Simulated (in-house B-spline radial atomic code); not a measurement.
How numerical settings move a run on Be2+, 1s2. Computed with an all-electron radial atomic-structure program (B-spline basis): Dirac-Kohn-Sham PBE0, spherical fractional occupations, Fermi nucleus of rms radius 2.519 fm.

Command:
```bash
python run_scf.py task.json out
```
Settings of the sound reference run:
```
Z                4
electrons        2
configuration    1s2
hamiltonian      dirac
method           pbe0
spin_polarised   False
nucleus          fermi
rms_radius       2.519
mass_number      9
atomic_mass      9.012183
speed_of_light   137.036
knot_spacing     0.22
spline_order     8
gauss_points     12
box_radius       22.22
max_iterations   70
damping          0.5
damped_steps     3
diis_vectors     10
tolerance        1e-08
start            Thomas-Fermi
```

Run time, properties included: 0.44 s on 1 thread of Arm Neoverse V1 (shared host).

It converges in 7 iterations to -13.631393 hartree, with 1s1/2 at -137.965 eV. The other runs change the listed settings, some to values that make no sense; their results aren't properties of the atom or ion. Radii are in bohr (the nuclear one in fm), a minus after a letter asks for a j subshell, and «unchanged» means within 1e-8 hartree. The run stops when the residual is below 10 × tolerance × max(1, Z/10), or a noise floor if that is larger, and the energy moves by less than 1e-8 × √|E| hartree; so very loose and very tight tolerances often act alike.

| changed settings | outcome |
| --- | --- |
| max_iterations = 75, damped_steps = 0, tolerance = 1e-06 | converged in 5 iterations, energy unchanged, 1s1/2 level +1.9e-06 eV |
| electrons = 5, configuration = 1s2 2s3, max_iterations = 100 | stopped with error: shell 2s holds at most 2 electrons |
| electrons = 10, configuration = 1s2 3s2 3p6, max_iterations = 100 | converged in 12 iterations to -13.2195 hartree, a different physical problem (warning: 3s1/2 has a positive eigenvalue: unbound, held by the box) |
| method = hf, spin_polarised = True | stopped with error: spin polarisation is not served with the Dirac Hamiltonian |
| knot_spacing = 0.1, max_iterations = 75, start = bare nucleus | converged in 8 iterations, energy unchanged |
| box_radius = 4.44, max_iterations = 75, tolerance = 1e-05 | converged in 7 iterations, energy unchanged, 1s1/2 level +2.7e-07 eV |
| spline_order = 5, max_iterations = 60, damped_steps = 30, diis_vectors = 20, tolerance = 1e-13 | converged in 16 iterations, energy +4.73e-08 hartree from the reference, 1s1/2 level +9.8e-06 eV |
| gauss_points = 3 | converged in 7 iterations, energy +3.17e-07 hartree from the reference, 1s1/2 level +6.9e-06 eV |

**Question.** What happens with spline_order = 7, first_knot = 0.075, max_iterations = 50, diis_vectors = 2, start = bare nucleus?

**Answer.** Converged in 7 iterations, energy +1.38e-04 hartree from the reference, 1s1/2 level +1.4e-03 eV.

**Question.** What happens with diis_vectors = 0?

**Answer.** Converged in 16 iterations, energy unchanged, 1s1/2 level +9.6e-06 eV.

**Question.** What happens with diis_vectors = 20?

**Answer.** Converged in 7 iterations, energy unchanged.

**Question.** What happens with diis_vectors = 2?

**Answer.** Converged in 7 iterations, energy unchanged, 1s1/2 level +6.9e-07 eV.
